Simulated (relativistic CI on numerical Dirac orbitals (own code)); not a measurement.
## One change at a time: Eu LVI

Base calculation: Dirac-Coulomb-Breit CI, KLI orbitals optimised for each configuration, a model potential for QED, unscaled Slater integrals.

Configuration list (outside the closed core 1s2): 2s2 2p4, 2s 2p5, 2p6, 2p5 3s, 2p5 3p, 2p5 3d, 2s2 2p3 3s, 2s2 2p3 3p, 2s2 2p3 3d, 2s 2p4 3s, 2s 2p4 3p, 2s 2p4 3d, 2s2 2p3 4s, 2s2 2p3 4p, 2s2 2p3 4d, 2s2 2p3 4f. Levels of other configurations are missing.

Variants: (1) valence Slater integrals scaled by 0.9; (2) QED terms removed; (3) one mean potential for all configurations. Shifts of the energy above 2s2 2p4 3P_2, in eV, for the lowest level and the first level of each name with at least 55 % of one term (blank where a level changes its place among those of its configuration and J or its character, or is not in the variant):

```tsv
Level	Base	Δ(1)	Δ(2)	Δ(3)
2s2 2p4 3P_2	0.00	0.00	0.00	0.00
2s2 2p4 1S_0	47.96	-3.99	+0.03	-0.02
2s2 2p4 3P_1	670.47	+1.07	-0.95	+0.07
2s2 2p4 1D_2	688.69	-1.25	-0.94	+0.08
2s 2p5 3P°_2	992.55	+2.00	+9.42	+0.22
2s 2p5 1P°_1	1059.98	-4.22	+9.44	+0.22
2s2 2p4 3P_0	1377.14	-1.16	-1.78	+0.15
2s 2p5 3P°_0	1672.62	+2.06	+8.49	+0.22
2s 2p5 3P°_1	1707.63	-2.03	+8.50	+0.22
2p6 1S_0	2088.14	-1.70	+18.72	+0.51
2s2 2p3 3p 3P_0	6520.46	-4.20	+0.87	+0.54
2s2 2p3 3d 3P°_0	6586.73	-0.40	+1.32	+0.02
2s2 2p3 3s 3S°_1	6853.26	+1.73	-2.71	+1.20
2s2 2p3 3s 3D°_3	6866.84	-0.27	-2.72	+1.00
2s2 2p3 3s 1D°_2	6873.76	-0.86	-2.71	+1.08
2s2 2p3 3s 3P°_0	6906.87	-3.09	-2.68	+0.59
2s2 2p3 3s 3P°_1	6910.08	-3.52	-2.69	+0.63
2s2 2p3 3p 3D_1	6999.47	-2.41	+0.22	+0.50
2s2 2p3 3p 3F_4	7152.69	+0.09	-0.07	+0.97
2s 2p4 3s 1S_0	7235.28	-6.12	+7.71	+0.18
```

At this charge energies of transitions that change n are usually good to better than 1 %, and those within a shell (Δn = 0) to a few per cent.

Ionisation energy from the two ground configurations alone: base 11455.8 eV. The NIST ASD value (theoretical) is 11457 eV.

LS names give the leading component of a level, which can be under half, so a name can repeat, a term be missing and a line seem to break the LS rules.
